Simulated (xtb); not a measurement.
Harmonic IR lines of one isomer of C5H6BN, unscaled. Calculation: xtb with GFN2-xTB.

wavenumber (cm⁻¹): 688 (w), 754 (m), 812 (w), 827 (vs), 1004 (w), 1159 (vw), 1251 (vs), 1275 (vw), 1383 (vw), 1439 (w), 1550 (m), 1572 (s), 2647 (vs), 2685 (vs), 3049 (m), 3065 (m), 3087 (m)

Problem. Say which structure gives these lines.
A) `Bc1cccnc1`
B) `Bc1ccccn1`
C) `Bc1ccncc1`

Solution. A, `Bc1cccnc1`
